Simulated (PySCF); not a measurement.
ClF2Ga, singlet, geometry from GFN2-xTB (such geometries of metal compounds can be far from the true shape); DF-PBE/aug-cc-pVDZ in PySCF.

The PySCF input:
```python
from pyscf import gto, scf, dft

mol = gto.M(
    atom='''
Ga   -0.19635816    0.12293570   -0.10451190
F    -1.80298261   -0.52592304   -0.33198877
F    -0.16734857    1.75950584   -0.71672276
Cl    1.40118138   -0.87725011    0.74578075
''',
    basis='aug-cc-pvdz',
    verbose=4,
    max_memory=1800,
)

mf = dft.RKS(mol)
mf.xc = 'pbe'
mf = mf.density_fit(auxbasis='def2-universal-jkfit')
mf.kernel()
```

What the program printed (banner, timings and long lists left out):

```
PySCF version 2.14.0

[INPUT] verbose = 4
[INPUT] num. atoms = 4
[INPUT] num. electrons = 66
[INPUT] charge = 0
[INPUT] spin (= nelec alpha-beta = 2S) = 0
[INPUT] symmetry False subgroup None
[INPUT] Mole.unit = angstrom
[INPUT] Symbol           X                Y                Z      unit          X                Y                Z       unit  Magmom
[INPUT]  1 Ga    -0.196358160000   0.122935700000  -0.104511900000 AA   -0.371063144724   0.232314803932  -0.197498867758 Bohr   0.0
[INPUT]  2 F     -1.802982610000  -0.525923040000  -0.331988770000 AA   -3.407143340254  -0.993850508199  -0.627367851731 Bohr   0.0
[INPUT]  3 F     -0.167348570000   1.759505840000  -0.716722760000 AA   -0.316242964638   3.324984152173  -1.354409723642 Bohr   0.0
[INPUT]  4 Cl     1.401181380000  -0.877250110000   0.745780750000 AA    2.647849059040  -1.657762450645   1.409321366473 Bohr   0.0

nuclear repulsion = 366.591026839016
number of shells = 33
number of NR pGTOs = 206
number of NR cGTOs = 109
basis = aug-cc-pvdz
ecp = {}

******** <class 'pyscf.df.df_jk.DFRKS'> ********
method = DFRKS
initial guess = minao
damping factor = 0
level_shift factor = 0
DIIS = <class 'pyscf.scf.diis.CDIIS'>
diis_start_cycle = 1
diis_space = 8
diis_damp = 0
SCF conv_tol = 1e-09
SCF conv_tol_grad = None
SCF max_cycles = 50
direct_scf = False
XC library pyscf.dft.libxc version 7.1.2
    S. Lehtola, C. Steigemann, M. J. T. Oliveira, and M. A. L. Marques,  SoftwareX 7, 1–5 (2018)
XC functionals = pbe
    J. P. Perdew, K. Burke, and M. Ernzerhof,  Phys. Rev. Lett. 77, 3865 (1996)
    J. P. Perdew, K. Burke, and M. Ernzerhof,  Phys. Rev. Lett. 78, 1396 (1997)
    J. P. Perdew, K. Burke, and M. Ernzerhof,  Phys. Rev. Lett. 77, 3865 (1996)
    J. P. Perdew, K. Burke, and M. Ernzerhof,  Phys. Rev. Lett. 78, 1396 (1997)
radial grids:
    Treutler-Ahlrichs [JCP 102, 346 (1995); DOI:10.1063/1.469408] (M4) radial grids

becke partition: Becke, JCP 88, 2547 (1988); DOI:10.1063/1.454033
pruning grids: <function nwchem_prune>
grids dens level: 3
symmetrized grids: False
atomic radii adjust function: <function treutler_atomic_radii_adjust>
small_rho_cutoff = 0
Set gradient conv threshold to 3.16228e-05
Initial guess from minao.
tot grids = 68312
init E= -2583.93524765298
  HOMO = -0.352160294084347  LUMO = -0.121083882616523  gap/eV = 6.28791
cycle= 1 E= -2584.04153208364  delta_E= -0.106  |g|= 0.914  |ddm|= 1.81
  HOMO = -0.186819761697037  LUMO = -0.100719415400043  gap/eV = 2.34291
cycle= 2 E= -2582.90388781952  delta_E= 1.14  |g|= 2.65  |ddm|=  2.5
  HOMO = -0.294543162196009  LUMO = -0.12658300464042  gap/eV = 4.57043
cycle= 3 E= -2584.18632838894  delta_E= -1.28  |g|= 0.258  |ddm|= 1.88
  HOMO = -0.332911308562246  LUMO = -0.121917944866925  gap/eV = 5.74142
cycle= 4 E= -2584.20114292095  delta_E= -0.0148  |g|= 0.134  |ddm|= 0.438
  HOMO = -0.327293782421642  LUMO = -0.124281109042395  gap/eV = 5.52426
cycle= 5 E= -2584.20624227197  delta_E= -0.0051  |g|= 0.0251  |ddm|= 0.141
  HOMO = -0.326996141246163  LUMO = -0.1237694337394  gap/eV = 5.53008
cycle= 6 E= -2584.20638651946  delta_E= -0.000144  |g|= 0.00666  |ddm|= 0.0213
  HOMO = -0.327006069955581  LUMO = -0.124061792721289  gap/eV = 5.52240
cycle= 7 E= -2584.20639646081  delta_E= -9.94e-06  |g|= 0.00139  |ddm|= 0.00558
  HOMO = -0.326808976036474  LUMO = -0.123947696835319  gap/eV = 5.52014
cycle= 8 E= -2584.20639692871  delta_E= -4.68e-07  |g|= 0.00018  |ddm|= 0.00156
  HOMO = -0.326849914572102  LUMO = -0.123966070827113  gap/eV = 5.52075
cycle= 9 E= -2584.20639693898  delta_E= -1.03e-08  |g|= 5.08e-05  |ddm|= 0.000217
  HOMO = -0.326852795047031  LUMO = -0.123965764789137  gap/eV = 5.52084
cycle= 10 E= -2584.20639693899  delta_E= -6.37e-12  |g|= 5.31e-05  |ddm|= 6.72e-05
  HOMO = -0.326851841774022  LUMO = -0.123964661690616  gap/eV = 5.52084
cycle= 11 E= -2584.20639693946  delta_E= -4.69e-10  |g|= 3.11e-06  |ddm|= 3.51e-05
  HOMO = -0.326850804717255  LUMO = -0.123964664682886  gap/eV = 5.52081
Extra cycle  E= -2584.20639693948  delta_E= -2.82e-11  |g|= 5.87e-06  |ddm|= 9.09e-06
converged SCF energy = -2584.20639693948
```
